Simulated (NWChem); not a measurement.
System: SiH₂Cl₂; SMILES Cl[SiH2]Cl

NWChem input:

```
start job
memory heap 200 mb stack 900 mb global 1100 mb
geometry units angstroms
  Si     0.000000     0.000000    -0.757262
  Cl    -1.683953     0.000000     0.422027
  Cl     1.683953     0.000000     0.422027
  H      0.000000     1.233028    -1.581913
  H      0.000000    -1.233028    -1.581913
end
basis spherical
  * library 6-31g*
end
dft
  xc hfexch
  iterations 150
end
driver
  maxiter 120
end
task dft optimize
task dft freq
```

Output (shortened):

```
             Northwest Computational Chemistry Package (NWChem) 7.3.0
             --------------------------------------------------------

 C2V symmetry detected

                             Geometry "geometry" -> ""
                             -------------------------

 Output coordinates in angstroms (scale by  1.889725989 to convert to a.u.)

  No.       Tag          Charge          X              Y              Z
 ---- ---------------- ---------- -------------- -------------- --------------
    1 Si                  14.0000     0.00000000     0.00000000    -0.76893048
    2 Cl                  17.0000    -1.68395300     0.00000000     0.41035852
    3 Cl                  17.0000     1.68395300     0.00000000     0.41035852
    4 H                    1.0000     0.00000000     1.23302800    -1.59358148
    5 H                    1.0000     0.00000000    -1.23302800    -1.59358148

 Effective nuclear repulsion energy (a.u.)     190.5726719261

      Symmetry information
      --------------------

 Group name             C2v
 Group number             16
 Group order               4
 No. of unique centers     3

                                Z-matrix (autoz)
                                --------

 Units are Angstrom for bonds and degrees for angles

      Type          Name      I     J     K     L     M      Value
      ----------- --------  ----- ----- ----- ----- ----- ----------
    1 Stretch                  1     2                       2.05583
    2 Stretch                  1     3                       2.05583
    3 Stretch                  1     4                       1.48338
    4 Stretch                  1     5                       1.48338
    5 Bend                     2     1     3               109.99213
    6 Bend                     2     1     4               108.59633
    7 Bend                     2     1     5               108.59633
    8 Bend                     3     1     4               108.59633
    9 Bend                     3     1     5               108.59633
   10 Bend                     4     1     5               112.45067

  xc_inp: hfexch multiplicative factor not found.

                           NWChem Geometry Optimization
                           ----------------------------

[...]

      ----------------------
      Optimization converged
      ----------------------

  Step       Energy      Delta E   Gmax     Grms     Xrms     Xmax
  ---- ---------------- -------- -------- -------- -------- --------
@    3   -1209.13682289 -2.1D-07  0.00003  0.00002  0.00065  0.00105
                                     ok       ok       ok       ok

                                Z-matrix (autoz)
                                --------

 Units are Angstrom for bonds and degrees for angles

      Type          Name      I     J     K     L     M      Value     Gradient
      ----------- --------  ----- ----- ----- ----- ----- ---------- ----------
    1 Stretch                  1     2                       2.05019    0.00001
    2 Stretch                  1     3                       2.05019    0.00001
    3 Stretch                  1     4                       1.46018    0.00003
    4 Stretch                  1     5                       1.46018    0.00003
    5 Bend                     2     1     3               110.19452   -0.00002
    6 Bend                     2     1     4               108.43061    0.00001
    7 Bend                     2     1     5               108.43061    0.00001
    8 Bend                     3     1     4               108.43061    0.00001
    9 Bend                     3     1     5               108.43061    0.00001
   10 Bend                     4     1     5               112.91694   -0.00002

                         Geometry "geometry" -> "geometry"
                         ---------------------------------

 Output coordinates in angstroms (scale by  1.889725989 to convert to a.u.)

[...]

 Rotational Constants
 --------------------
 A=   0.470525 cm-1  (  0.676965 K)
 B=   0.083991 cm-1  (  0.120841 K)
 C=   0.073115 cm-1  (  0.105193 K)

 Temperature                      =   298.15K
 frequency scaling parameter      =   1.0000

 Zero-Point correction to Energy  =   13.945 kcal/mol  (  0.022222 au)
 Thermal correction to Energy     =   16.468 kcal/mol  (  0.026243 au)
 Thermal correction to Enthalpy   =   17.060 kcal/mol  (  0.027187 au)

 Total Entropy                    =   68.001 cal/mol-K
   - Translational                =   39.698 cal/mol-K (mol. weight =  99.9303)
   - Rotational                   =   24.438 cal/mol-K (symmetry #  =        2)
   - Vibrational                  =    3.864 cal/mol-K

 Cv (constant volume heat capacity) =   12.284 cal/mol-K
   - Translational                  =    2.979 cal/mol-K
   - Rotational                     =    2.979 cal/mol-K
   - Vibrational                    =    6.325 cal/mol-K

[normal modes left out]

 ----------------------------------------------------------------------------
 Normal Eigenvalue ||           Projected Infra Red Intensities
  Mode   [cm**-1]  || [atomic units] [(debye/angs)**2] [(KM/mol)] [arbitrary]
 ------ ---------- || -------------- ----------------- ---------- -----------
    1       -0.000 ||    0.000637           0.015         0.621       0.080
    2       -0.000 ||    0.000037           0.001         0.036       0.005
    3       -0.000 ||    0.000623           0.014         0.607       0.078
    4        0.000 ||    0.000364           0.008         0.355       0.046
    5        0.000 ||    0.000314           0.007         0.306       0.039
    6        0.000 ||    0.003332           0.077         3.248       0.416
    7      201.132 ||    0.006190           0.143         6.034       0.773
    8      551.766 ||    0.066934           1.544        65.251       8.364
    9      615.633 ||    0.177343           4.091       172.883      22.161
   10      647.954 ||    0.071430           1.648        69.633       8.926
   11      782.421 ||    0.000000           0.000         0.000       0.000
   12      970.955 ||    0.395300           9.120       385.358      49.397
   13     1046.718 ||    0.192746           4.447       187.898      24.086
   14     2465.728 ||    0.117662           2.715       114.703      14.703
   15     2476.889 ||    0.167471           3.864       163.259      20.927
 ----------------------------------------------------------------------------
```

Level: Hartree-Fock/6-31G* (spherical d).
